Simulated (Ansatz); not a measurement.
A nudged elastic band was laid between two geometries of BrH3Si + H4Si (10 atoms, charge 0, multiplicity 1).

Method: RKS B3LYP-D4/def2-SVP in Ansatz 0.2.0.

```json
{
 "movable images": "7",
 "climbing image": "yes",
 "spring": "5.0 eV/Å²",
 "optimiser": "quadratic models (default)",
 "start path": "through a guess of the saddle point",
 "force threshold": "0.05 eV/Å",
 "iteration limit": "60",
 "end points": "relaxed"
}
```

Initial state:

```xyz
10
Properties=species:S:1:pos:R:3
Si -1.977 0.100 -0.538
Br -1.570 -2.101 -0.413
H -1.533 0.595 -1.868
H -1.222 0.785 0.544
H -3.437 0.323 -0.363
H 1.210 -0.896 1.405
Si 1.948 0.056 0.530
H 3.382 -0.343 0.441
H 1.346 0.048 -0.834
H 1.854 1.433 1.097
```

Final state:

```xyz
10
Properties=species:S:1:pos:R:3
Si -1.193 0.819 -0.263
Br -0.348 -2.955 -0.355
H -1.571 0.087 -1.505
H -1.541 2.262 -0.441
H -1.983 0.283 0.884
H 0.608 -2.880 0.705
Si 1.119 0.624 0.167
H 1.389 -0.438 1.182
H 1.868 0.286 -1.079
H 1.652 1.912 0.705
```

Task: What changes between the two ends?

Result: Bonds broken: Si1–Br2, H6–Si7. Bonds formed: Si1–Si7, Br2–H6. BrH3Si + H4Si becomes BrH + H6Si2.

Task: What energy profile does the band end with?

Result: It converged. The highest image is number 5 of 0 to 8, 238.1 kJ/mol above the first end and 158.3 kJ/mol above the last; the last end lies 79.8 kJ/mol above the first. A structure lower than the first end lies on the path between it and the top, so the climb from that side starts below the end, which may itself be a saddle point or a shallow side well. Neighbouring images differ by up to 2.3 eV, so the band resolves the path poorly. A vibrational analysis at the climbing image gives one clearly imaginary mode, 742i cm⁻¹: a first-order saddle point. The orbitals stay closed-shell, which can raise the energy where a bond breaks towards radicals; this wasn't checked here.

```tsv
image	path coordinate (Å)	energy (kJ/mol)	Si1–Br2 (Å)	H6–Si7 (Å)	Si1–Si7 (Å)
0	0.00	0.0	2.24	1.49	4.07
1	2.19	-1.8	2.24	1.49	4.23
2	4.37	1.1	2.24	1.49	4.13
3	6.55	0.8	2.24	1.49	4.07
4	8.73	19.3	2.25	1.48	3.72
5	10.91	238.1	2.87	1.72	2.64
6	12.69	84.0	3.75	2.76	2.36
7	14.47	81.2	3.93	3.50	2.36
8	16.26	79.8	3.87	3.58	2.36
```

Task: What is the geometry of the highest image?

Result: 
```xyz
10
Properties=species:S:1:pos:R:3
Si -1.250 0.246 -0.012
Br -0.765 -2.330 -1.174
H -1.872 0.573 -1.310
H -0.893 1.560 0.634
H -1.962 -0.538 1.015
H 0.079 -0.688 -0.456
Si 1.384 0.209 0.225
H 1.324 0.148 1.707
H 2.342 -0.768 -0.347
H 1.613 1.586 -0.282
```

The run took 7 min on 2 threads of AMD EPYC 7B13 (Zen 3) (shared host), peak memory 0.25 GiB.
